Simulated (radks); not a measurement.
Values are calculated unless marked as measured or tabulated.
Effect of the nuclear size on neutral antimony, [Kr] 4d10 5s2 5p3. Level of theory: Dirac Kohn-Sham, LDA (Slater exchange, Perdew-Wang correlation), spin-unpolarised, spherical densities, finite nucleus; open shells fill j = l - 1/2 first; Fermi nuclear charge, rms radius 4.6802 fm (a radial shooting solver on a logarithmic mesh with Libxc functionals). The rms radius is varied about that value; shifts are against it.

rms radius (fm)  total energy shift (eV)  density at nucleus (e/bohr^3)  1s1/2 shift (meV)  2s1/2 shift (meV)  4p1/2 shift (meV)  5s1/2 shift (meV)
3.8846                             -1.45                      2.144e+05               -606              -69.9              0.221             -0.277
4.2777                            -0.760                      2.111e+05               -319              -36.7              0.116             -0.145
4.6802                                 0                      2.081e+05              0.000              0.000              0.000              0.000
5.0546                             0.758                      2.055e+05                318               36.7             -0.116              0.145
5.1623                             0.985                      2.048e+05                413               47.7             -0.151              0.189

Slopes of the eigenvalues against <r^2> in GHz/fm^2, as finite differences over the two radii next to the reference (eigenvalue slopes, not the field-shift constants of lines): 1s1/2 21200, 2s1/2 2450, 4p1/2 -7.74, 5s1/2 9.69.
